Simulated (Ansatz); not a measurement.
Basis-set series for `C[SiH](S)Cl`. Total charge 0; spin multiplicity 1. The structure was optimised at the PBE0-D4/def2-TZVP level. It is one conformer, not always the lowest.

```
functional       basis  functions  energy (Eh)  HOMO (eV)  LUMO (eV)
   PBE0-D4  def2-TZVPP        227  -1188.69466      -7.71       0.24
   PBE0-D4  def2-QZVPP        417  -1188.73265      -7.74       0.04
   ωB97M-V  def2-TZVPP        227  -1189.05660      -9.90       2.09
   ωB97M-V  def2-QZVPP        417  -1189.09276      -9.94       1.53
```

Question: Give the rows for def2-SVP. (An estimate is asked.)

Answer: Computed: 
```csv
functional,basis,functions,energy (Eh),HOMO (eV),LUMO (eV)
PBE0-D4,def2-SVP,93,-1188.24614,-7.59,0.70
ωB97M-V,def2-SVP,93,-1188.60681,-9.75,2.69
```

Positive LUMOs are unbound and depend on the basis.
